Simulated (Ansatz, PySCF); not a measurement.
Process, species as SMILES: CC[N](C)[GeH3] -> CC[N][GeH3] + [CH3] (CH3) (the C-N bond at the site shown breaks; other sites are not compared here)
Structures are relaxed separately at B3LYP-D3(BJ)/def2-TZVP in Ansatz (a quantum-chemistry and plane-wave program), one conformer each, not searched for the lowest. Frequencies are from PySCF.
Geometry of the first species:
```xyz
16

C      2.3849    -0.0002    -0.2707
C      1.3470    -1.1065    -0.1619
N     -0.0063    -0.6758    -0.4928
C     -0.9269    -1.8017    -0.5410
Ge    -0.6752     0.8542     0.3220
H      3.3848    -0.4120    -0.1257
H      2.2405     0.7748     0.4848
H      2.3439     0.4721    -1.2534
H      1.6123    -1.9097    -0.8598
H      1.3938    -1.5538     0.8466
H     -1.9236    -1.4694    -0.8327
H     -0.5853    -2.5247    -1.2894
H     -1.0140    -2.3395     0.4173
H      0.1054     2.0849    -0.1612
H     -2.1476     0.9439    -0.1083
H     -0.5882     0.7805     1.8696
```
Charge 0, spin multiplicity 1.

Wanted: bond dissociation energy (enthalpy at 298 K, with B3LYP-D3(BJ) rigid-rotor harmonic-oscillator terms), in eV. Correlated levels leave the core frozen unless marked. Open shells are spin-unrestricted. Spin-orbit coupling is left out. Frozen are the shells of the preceding noble gas and the d and f shells that filled before the atom's block. Non-relativistic. CBS marks a two-point X^-3 extrapolation of the correlation energy; Hartree-Fock from the larger set.

CCSD(T)/CBS(cc-pVTZ,cc-pVQZ) (Ansatz) gives 3.56 eV.

### Question
Another calculation gave 3.35 eV. Which level was it?
A. revPBE/def2-TZVPD (Ansatz)
B. SVWN5/def2-TZVPD (Ansatz)
C. LC-wPBE/def2-TZVPD (Ansatz)
D. PBE-QIDH/def2-TZVPD (Ansatz)

### Answer
C, LC-wPBE/def2-TZVPD (Ansatz). The others give 3.53 (PBE-QIDH), 2.99 (revPBE), 4.30 (SVWN5) eV.
